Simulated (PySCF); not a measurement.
Q: What does the PBE0-D3(BJ)/def2-SVP structure of `c1cc2sccc2[nH]1` look like in three dimensions?

A: 
```
atom  x, y, z in Å
C1    -2.0464   -0.4577    0.0331
C2    -1.6254    0.8103    0.3831
C3    -0.2064    0.7749    0.3145
S4     1.1780    1.7813    0.5497
C5     2.2404    0.4737    0.1274
C6     1.5890   -0.6911   -0.1828
C7     0.1824   -0.5105   -0.0734
N8    -0.9573   -1.2488   -0.2407
H9    -3.0563   -0.8552   -0.0404
H10   -2.2683    1.6445    0.6512
H11    3.3161    0.6438    0.1333
H12    2.0987   -1.6107   -0.4695
H13   -0.9995   -2.2178   -0.5184
```

Orientation and origin are arbitrary. Atoms count from 1 in this order. The 5 C–C bonds span 1.370 Å (C5–C6, aromatic) to 1.422 Å (C6–C7, aromatic), a spread of 0.052 Å. The 8 heavy atoms lie in one plane (0.000 Å rms). The 5-membered ring C3–S4–C5–C6–C7 has internal angles of 91.1° to 114.4° (sum 540°, against 540° for a flat polygon); it is planar, 0.00 Å rms from its mean plane, widest ring torsion 0°. S4 (thiophene-type sulfur) is bent (angle 91.1°).

Bonds between heavy atoms (Å): C1–C2 1.381, C2–C3 1.421, C3–S4 1.728, S4–C5 1.737, C5–C6 1.370, C6–C7 1.422, C7–N8 1.368, C1–N8 1.374, C3–C7 1.398.

Theory: PySCF, PBE0-D3(BJ)/def2-SVP geometry optimisation, gas phase.

Point group: Cs (tolerance 0.08 Å). Whether it is a minimum is left open (no frequencies).

The run took 40 s on an x86-64 server with one thread, no GPU (shared host). These figures are those of the optimisation.
